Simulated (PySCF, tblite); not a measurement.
Isomers of C4H9FOSi2. Computed values, GFN2-xTB/tblite, gas phase, harmonic and unscaled. This tight-binding method is rough: wavenumbers can miss measured ones by several per cent, in bad cases by 10 to 20. Modes of hydrogen on silicon can be 10 to 20 % off. One conformer each.

Electronic energies: PBE0/pcSseg-1 single points on the GFN2-xTB geometries (PySCF, gas phase).

| SMILES | electronic energy, lowest = 0 (kJ/mol) |
| --- | --- |
| O=C/C=C(\F)[SiH2]C[SiH3] | 199.6 |
| O=C[SiH2]C/C=C(/F)[SiH3] | 278.4 |
| C[Si@@H]1CC(=O)[C@H](F)[SiH2]1 | 103.7 |
| C[SiH2][C@H](F)C#C[SiH2]O | 175.9 |
| C[Si@@H]1C[C@](F)(C=O)[SiH2]1 | 171.7 |
| O=C[SiH2]C/C([SiH3])=C\F | 265.4 |
| F[Si@H]1C=C([SiH3])OCC1 | 0.0 |

Problem. How do GFN2-xTB zero-point energies change the relative energies?

Solution. 
```json
{"SMILES": "F[Si@H]1C=C([SiH3])OCC1", "ZPE (kJ/mol)": "305.0", "of it from modes above 1550 cm⁻¹": "153.4", "electronic (kJ/mol)": "0.0", "with ZPE, lowest = 0 (kJ/mol)": "0.0", "lowest mode (cm⁻¹)": "59", "rings": "1"}
{"SMILES": "C[Si@@H]1CC(=O)[C@H](F)[SiH2]1", "ZPE (kJ/mol)": "306.2", "of it from modes above 1550 cm⁻¹": "158.6", "electronic (kJ/mol)": "103.7", "with ZPE, lowest = 0 (kJ/mol)": "104.9", "lowest mode (cm⁻¹)": "47", "rings": "1"}
{"SMILES": "C[Si@@H]1C[C@](F)(C=O)[SiH2]1", "ZPE (kJ/mol)": "301.8", "of it from modes above 1550 cm⁻¹": "156.7", "electronic (kJ/mol)": "171.7", "with ZPE, lowest = 0 (kJ/mol)": "168.5", "lowest mode (cm⁻¹)": "68", "rings": "1"}
{"SMILES": "C[SiH2][C@H](F)C#C[SiH2]O", "ZPE (kJ/mol)": "291.4", "of it from modes above 1550 cm⁻¹": "161.7", "electronic (kJ/mol)": "175.9", "with ZPE, lowest = 0 (kJ/mol)": "162.2", "lowest mode (cm⁻¹)": "11", "rings": "0"}
{"SMILES": "O=C/C=C(\\F)[SiH2]C[SiH3]", "ZPE (kJ/mol)": "287.0", "of it from modes above 1550 cm⁻¹": "158.7", "electronic (kJ/mol)": "199.6", "with ZPE, lowest = 0 (kJ/mol)": "181.6", "lowest mode (cm⁻¹)": "17", "rings": "0"}
{"SMILES": "O=C[SiH2]C/C([SiH3])=C\\F", "ZPE (kJ/mol)": "288.3", "of it from modes above 1550 cm⁻¹": "158.1", "electronic (kJ/mol)": "265.4", "with ZPE, lowest = 0 (kJ/mol)": "248.7", "lowest mode (cm⁻¹)": "30", "rings": "0"}
{"SMILES": "O=C[SiH2]C/C=C(/F)[SiH3]", "ZPE (kJ/mol)": "285.3", "of it from modes above 1550 cm⁻¹": "158.0", "electronic (kJ/mol)": "278.4", "with ZPE, lowest = 0 (kJ/mol)": "258.7", "lowest mode (cm⁻¹)": "18", "rings": "0"}
```

The zero-point energies span 20.9 kJ/mol, from `O=C[SiH2]C/C=C(/F)[SiH3]` to `C[Si@@H]1CC(=O)[C@H](F)[SiH2]1`. The lowest isomer stays, but the order above it changes.

Problem. And how do the electronic energies of GFN2-xTB itself compare?

Solution. `F[Si@H]1C=C([SiH3])OCC1` 0.0; `C[Si@@H]1CC(=O)[C@H](F)[SiH2]1` 182.6; `C[Si@@H]1C[C@](F)(C=O)[SiH2]1` 247.4; `C[SiH2][C@H](F)C#C[SiH2]O` 160.6; `O=C/C=C(\F)[SiH2]C[SiH3]` 264.4; `O=C[SiH2]C/C([SiH3])=C\F` 285.5; `O=C[SiH2]C/C=C(/F)[SiH3]` 297.6 kJ/mol, lowest = 0. Against the energies above, taken from the same isomer `F[Si@H]1C=C([SiH3])OCC1`, the largest difference is 78.9 kJ/mol.

Problem. What do entropy and thermal enthalpy add at 298.15 K and 1 bar (rigid rotor, harmonic oscillator, one conformer each)?

Solution. 
| SMILES | point group | symmetry number | S (J/(mol K)) | H − H(0) (kJ/mol) | ZPE + H − H(0) − TS (kJ/mol) |
| --- | --- | --- | --- | --- | --- |
| F[Si@H]1C=C([SiH3])OCC1 | C1 | 1 | 416.7 | 29.55 | 210.3 |
| C[Si@@H]1CC(=O)[C@H](F)[SiH2]1 | C1 | 1 | 420.1 | 30.54 | 211.5 |
| C[Si@@H]1C[C@](F)(C=O)[SiH2]1 | C1 | 1 | 424.6 | 31.69 | 206.9 |
| O=C[SiH2]C/C([SiH3])=C\F | C1 | 1 | 439.8 | 32.41 | 189.6 |

Not tabulated: `C[SiH2][C@H](F)C#C[SiH2]O` (lowest mode only 11 cm⁻¹); `O=C/C=C(\F)[SiH2]C[SiH3]` (lowest mode only 17 cm⁻¹); `O=C[SiH2]C/C=C(/F)[SiH3]` (lowest mode only 18 cm⁻¹).
